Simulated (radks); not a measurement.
Question: The mean radii <r> (bohr) of the occupied orbitals of an atom or ion are listed with their occupations. Method: Dirac Kohn-Sham, LDA (Slater exchange, Perdew-Wang correlation), spin-unpolarised, spherical densities, finite nucleus; Fermi nuclear charge, rms radius of each element as measured or else 0.836 A^(1/3) + 0.57 fm; computed with a radial shooting solver on a logarithmic mesh with Libxc functionals.

orbital     occ.      <r>
1s1/2          2  0.02076
2s1/2          2  0.08760
2p1/2          2  0.07293
2p3/2          4  0.08009
3s1/2          2   0.2297
3p1/2          2   0.2193
3p3/2          4   0.2328
3d3/2          4   0.2054
3d5/2          6   0.2096
4s1/2          2   0.5191
4p1/2          2   0.5287
4p3/2          4   0.5600
4d3/2          4   0.5905
4d5/2          6   0.6017
5s1/2          2    1.276
5p1/2          2    1.437
5p3/2          4    1.544
4f5/2    4.71429   0.8320
4f7/2    6.28571   0.8504

Name the element and its charge. Open shells, if any, are shared by 2j + 1.

Answer: Z = 67, holmium, charge +2: Ho2+ in [Xe] 4f11. The 1s radius gives Z: for a bare nucleus <r> = (2 gamma + 1)/(2Z) with gamma = sqrt(1 - (Z/c)^2), 0.02048 bohr for Z = 67, and screening makes it slightly larger (0.02076 here). The occupations add up to 65, and the charge is Z minus that.
